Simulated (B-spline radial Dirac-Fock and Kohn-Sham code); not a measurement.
Photoemission from La at Al Kα (taken as 1486.9 eV), detector at θ = 54.7°, φ = 180°

System: the La atom, [Xe] 5d1 6s2. Model: Dirac-Hartree-Slater photoionisation with a Latter tail; cross sections with all multipoles, angular parameters from the dipole term and its interference with E2. Program: a radial B-spline solver. Thresholds are tabulated edges, those marked * orbital energies of the model. For linearly polarised light dσ/dΩ = σ/(4π) [1 + β P₂(cos θ) + (δ + γ cos²θ) sin θ cos φ], with θ from the polarisation vector and φ the angle between the beam and the projection of the electron momentum on the plane normal to the polarisation. The dipole factor is 1 + βP₂ and the non-dipole term is the rest of the bracket. Open shells are filled statistically over j.

```
subshell  threshold (eV)  σ (kb)     β      γ       δ  dipole factor  non-dipole term  dσ/dΩ (kb/sr)
      3s          1362.0    53.9  1.97   0.91   0.000          1.002           -0.248           3.23
   3p1/2          1209.0    76.2  1.21   0.36   0.066          1.001           -0.152           5.15
   3p3/2          1128.0     168  1.29   0.26   0.040          1.001           -0.103           12.0
   3d3/2           853.0     258  1.07  -0.04   0.032          1.001           -0.014           20.3
   3d5/2           836.0     373  1.09  -0.03   0.032          1.001           -0.018           29.2
      4s           274.7    16.1  1.98   0.17   0.000          1.002           -0.047           1.23
   4p1/2           205.8    19.0  1.69   0.00  -0.001          1.001           +0.002           1.52
   4p3/2           196.0    39.2  1.70  -0.02   0.001          1.001           +0.005           3.14
   4d3/2           105.3    36.0  1.36   0.14   0.032          1.001           -0.065           2.68
   4d5/2           102.5    51.9  1.34   0.16   0.032          1.001           -0.068           3.85
      5s          43.06*    3.19  1.98   0.11   0.000          1.002           -0.030          0.247
   5p1/2          27.75*    3.14  1.72  -0.02  -0.002          1.002           +0.006          0.252
   5p3/2          24.99*    6.24  1.73  -0.03   0.001          1.002           +0.008          0.501
   5d3/2           5.11*   0.271  1.38   0.16   0.031          1.001           -0.070         0.0201
   5d5/2           4.87*   0.382  1.36   0.18   0.031          1.001           -0.073         0.0282
      6s           4.93*   0.317  1.98   0.10   0.000          1.002           -0.028         0.0245
```

Values without a named source are computed, but for edge energies of neutral atoms, which are taken from tables.
